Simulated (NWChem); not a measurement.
System: BF₂ cation

NWChem input:

```
start job
memory heap 200 mb stack 900 mb global 1100 mb
charge 1
geometry units angstroms noautosym nocenter noautoz
  F      0.000000     0.000000    -1.226433
  B      0.000000     0.000000     0.000000
  F      0.000000     0.000000     1.226433
end
basis spherical
  * library aug-cc-pvdz
end
dft
  xc pbe0
  iterations 150
end
tddft
  nroots 8
  notriplet
end
task tddft energy
```

Geometry: optimised at PBE0-D3(BJ)/def2-TZVP.

Vertical excitations in the gas phase.

Q: Give the results of this calculation. (PBE0/aug-cc-pVDZ, full TDDFT.) Quantities: lowest excitation, singlet (eV); oscillator strength of that lowest state; lowest state with f > 0.02, singlet (eV); oscillator strength of that bright state; orbital gap (eV).

A: 
```yaml
lowest excitation, singlet (eV): 11.94
oscillator_strength_of_that_lowest_state: 0.000
lowest state with f > 0.02, singlet (eV): 13.77
oscillator_strength_of_that_bright_state: 0.096
orbital gap (eV): 14.31
```
